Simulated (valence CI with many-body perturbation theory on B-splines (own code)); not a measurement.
Energy levels of Nd XLVI

Level of theory: configuration interaction combined with many-body perturbation theory (CI+MBPT): five valence electrons over a frozen Dirac-Fock core [Ne], a basis of 11 s, 11 p, 10 d, 8 f, 5 g, 2 h functions for each j, with the one-electron correlation potential Σ1 (screened to all orders), the two-electron term Σ2, the three-electron term Σ3, Breit, model QED; selected single and double excitations, second order for the rest, scaled by the run's own slope (own B-spline code, finite nucleus).

No measured spectrum was set against this ion. As an estimate, large intervals hold to a few tenths of a per cent, small ones and those within an open d or f shell to about a per cent. Among the levels kept, up to 3100 cm⁻¹ of a level comes from second order outside the variational space, and about a tenth of that is noise between levels of different J, which matters for small intervals.

Levels 1 to 45 of 169, with energies above the lowest level, (3s^2 3p1/2^2 3p3/2) J=3/2. "Leading %" is the weight of the configuration and term that name the level; weights of strongly mixed levels are sums over their largest components and can fall short. In the jj column 3d3/2^4 stands for four electrons in 3d with j = 3/2. Lifetimes count E1, E2, E3, M1 and M2 decay at the calculated energies, and are blank where another channel may lead or the interval is too uncertain; long ones can be off by a factor of two.

```
No.  Configuration  Term    J  E (eV)  Leading %  Lifetime    Second component                     Leading jj
  1        3s2.3p3   2P°  3/2    0.00         46              28 % 3s2.3p3 4S°      3s^2 3p1/2^2 3p3/2 (98 %)
  2        3s2.3p3   4S°  3/2  120.87         54   55.0 ns    45 % 3s2.3p3 2D°      3s^2 3p1/2 3p3/2^2 (98 %)
  3        3s2.3p3   2D°  5/2  130.19         99    298 ns                          3s^2 3p1/2 3p3/2^2 (99 %)
  4        3s2.3p3   2P°  1/2  141.79         98   80.5 ns                          3s^2 3p1/2 3p3/2^2 (98 %)
  5     3s2.3p2.3d    2D  3/2  174.78         37    202 ps  36 % 3s2.3p2.3d 4F      3s^2 3p1/2^2 3d3/2 (97 %)
  6     3s2.3p2.3d    2D  5/2  211.81         26   18.4 ps  20 % 3s2.3p2.3d 4D      3s^2 3p1/2^2 3d5/2 (88 %)
  7         3s.3p4    4P  5/2  248.40         63   8.91 ps      21 % 3s.3p4 2D      3s 3p1/2^2 3p3/2^2 (83 %)
  8        3s2.3p3   2P°  3/2  264.05         52   26.1 ns    28 % 3s2.3p3 2D°            3s^2 3p3/2^3 (98 %)
  9         3s.3p4    2S  1/2  270.23         51   6.35 ps      30 % 3s.3p4 4P      3s 3p1/2^2 3p3/2^2 (84 %)
 10         3s.3p4    2P  3/2  270.46         30   4.17 ps      27 % 3s.3p4 2D      3s 3p1/2^2 3p3/2^2 (71 %)
 11     3s2.3p2.3d    2F  5/2  294.53         47    284 ps  45 % 3s2.3p2.3d 4F  3s^2 3p1/2 3p3/2 3d3/2 (97 %)
 12     3s2.3p2.3d    4F  3/2  296.21         32   18.5 ps  29 % 3s2.3p2.3d 4D  3s^2 3p1/2 3p3/2 3d3/2 (93 %)
 13     3s2.3p2.3d    4D  1/2  296.57         79    187 ps  14 % 3s2.3p2.3d 2P  3s^2 3p1/2 3p3/2 3d3/2 (98 %)
 14     3s2.3p2.3d    2G  7/2  303.76         45   23.8 ns  28 % 3s2.3p2.3d 2F  3s^2 3p1/2 3p3/2 3d3/2 (94 %)
 15     3s2.3p2.3d    4D  7/2  324.94         47   2.45 ns  37 % 3s2.3p2.3d 4F  3s^2 3p1/2 3p3/2 3d5/2 (99 %)
 16     3s2.3p2.3d    2D  5/2  325.92         30   1.27 ps  26 % 3s2.3p2.3d 4P  3s^2 3p1/2 3p3/2 3d3/2 (77 %)
 17     3s2.3p2.3d    2P  3/2  329.76         40   32.0 ps  27 % 3s2.3p2.3d 4P  3s^2 3p1/2 3p3/2 3d5/2 (85 %)
 18     3s2.3p2.3d    2D  3/2  332.15         27    724 fs  23 % 3s2.3p2.3d 2P  3s^2 3p1/2 3p3/2 3d3/2 (77 %)
 19     3s2.3p2.3d    2P  1/2  332.46         39    978 fs  35 % 3s2.3p2.3d 4P  3s^2 3p1/2 3p3/2 3d3/2 (87 %)
 20     3s2.3p2.3d    2D  5/2  334.45         36   10.7 ps  27 % 3s2.3p2.3d 4D  3s^2 3p1/2 3p3/2 3d5/2 (82 %)
 21     3s2.3p2.3d    2G  9/2  334.88         58   4.10 μs  41 % 3s2.3p2.3d 4F  3s^2 3p1/2 3p3/2 3d5/2 (98 %)
 22     3s2.3p2.3d    2F  7/2  353.24         50   5.39 ps  26 % 3s2.3p2.3d 2G  3s^2 3p1/2 3p3/2 3d5/2 (90 %)
 23     3s2.3p2.3d    2D  5/2  354.81         39   2.63 ps  25 % 3s2.3p2.3d 4P  3s^2 3p1/2 3p3/2 3d5/2 (85 %)
 24     3s2.3p2.3d    2D  3/2  359.39         61   6.33 ps  14 % 3s2.3p2.3d 2P  3s^2 3p1/2 3p3/2 3d5/2 (90 %)
 25     3s2.3p2.3d    2P  1/2  361.46         48   4.43 ps  35 % 3s2.3p2.3d 2S  3s^2 3p1/2 3p3/2 3d5/2 (88 %)
 26         3s.3p4    4P  3/2  382.11         53   3.03 ps      20 % 3s.3p4 2D        3s 3p1/2 3p3/2^3 (74 %)
 27         3s.3p4    2D  5/2  393.59         62   3.13 ps      16 % 3s.3p4 4P        3s 3p1/2 3p3/2^3 (76 %)
 28         3s.3p4    2P  1/2  409.57         42   1.59 ps      27 % 3s.3p4 4P        3s 3p1/2 3p3/2^3 (68 %)
 29         3s.3p4    2P  3/2  410.75         44   1.46 ps      23 % 3s.3p4 2D        3s 3p1/2 3p3/2^3 (74 %)
 30      3s.3p3.3d   4D°  5/2  416.96         28   49.5 ps  25 % 3s.3p3.3d 6D°  3s 3p1/2^2 3p3/2 3d3/2 (91 %)
 31      3s.3p3.3d   6D°  3/2  418.66         31   30.6 ps  18 % 3s.3p3.3d 4D°  3s 3p1/2^2 3p3/2 3d3/2 (92 %)
 32      3s.3p3.3d   4P°  1/2  419.73         41   55.1 ps  38 % 3s.3p3.3d 6D°  3s 3p1/2^2 3p3/2 3d3/2 (92 %)
 33      3s.3p3.3d   6D°  7/2  423.33         25   60.8 ps  22 % 3s.3p3.3d 4F°  3s 3p1/2^2 3p3/2 3d3/2 (82 %)
 34      3s.3p3.3d   4F°  3/2  437.33         26   6.63 ps  16 % 3s.3p3.3d 2D°  3s 3p1/2^2 3p3/2 3d3/2 (73 %)
 35      3s.3p3.3d   4F°  9/2  447.91         43   55.2 ps  39 % 3s.3p3.3d 6D°  3s 3p1/2^2 3p3/2 3d5/2 (95 %)
 36      3s.3p3.3d   4G°  5/2  449.60         26   3.34 ps  19 % 3s.3p3.3d 2F°  3s 3p1/2^2 3p3/2 3d3/2 (83 %)
 37     3s2.3p2.3d    2D  5/2  449.62         31   1.19 ps  19 % 3s2.3p2.3d 2F      3s^2 3p3/2^2 3d3/2 (82 %)
 38     3s2.3p2.3d    2F  7/2  450.66         49   1.70 ps  20 % 3s2.3p2.3d 4F      3s^2 3p3/2^2 3d3/2 (86 %)
 39     3s2.3p2.3d    4P  3/2  451.23         24    888 fs  24 % 3s2.3p2.3d 2D      3s^2 3p3/2^2 3d3/2 (77 %)
 40     3s2.3p2.3d    4P  1/2  451.69         34    883 fs  24 % 3s2.3p2.3d 2P      3s^2 3p3/2^2 3d3/2 (76 %)
 41      3s.3p3.3d   4D°  1/2  452.63         46   2.99 ps  21 % 3s.3p3.3d 2P°  3s 3p1/2^2 3p3/2 3d3/2 (86 %)
 42     3s2.3p2.3d    2F  7/2  458.67         55   20.1 ps  30 % 3s2.3p2.3d 4D      3s^2 3p3/2^2 3d5/2 (90 %)
 43      3s.3p3.3d   4D°  5/2  459.85         32   8.04 ps  20 % 3s.3p3.3d 4P°  3s 3p1/2^2 3p3/2 3d5/2 (91 %)
 44     3s2.3p2.3d    4F  9/2  460.39         57   47.3 ns  41 % 3s2.3p2.3d 2G      3s^2 3p3/2^2 3d5/2 (98 %)
 45     3s2.3p2.3d    2P  1/2  464.00         44   37.9 ps  32 % 3s2.3p2.3d 2S      3s^2 3p3/2^2 3d5/2 (86 %)
```

The ionisation energy to 3s2.3p2 3P_0 of the next ion comes out as 3664.7 eV (NIST: 3662 ± 4 eV (theoretical)). All 169 levels together are meant to be complete up to 715.21 eV.
